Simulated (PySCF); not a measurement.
**Correlation energy of Ga (gallium, neutral)**

[Ar] 3d10 4s2 4p1, 2P determinant. All numbers are calculated (PySCF 2.14, scalar relativity by spin-free X2C-1e, in aug-cc-pVDZ-DK). Frozen: [Ar] 3d10; 3 electrons correlated.

```
  level  correlation energy (mhartree)
   CCSD                         -43.50
    (T)                          -0.56
CCSD(T)                         -44.06
  CCSDT                         -44.31
    FCI                         -44.31
```

Diagnostics: T1 = 0.012, D1 = 0.0302, largest double amplitude 0.053, weight of the Hartree-Fock determinant in FCI 0.9422 (5082 determinants).

Cost of the coupled-cluster step: about 0.3 core-seconds, for 3 correlated electrons.
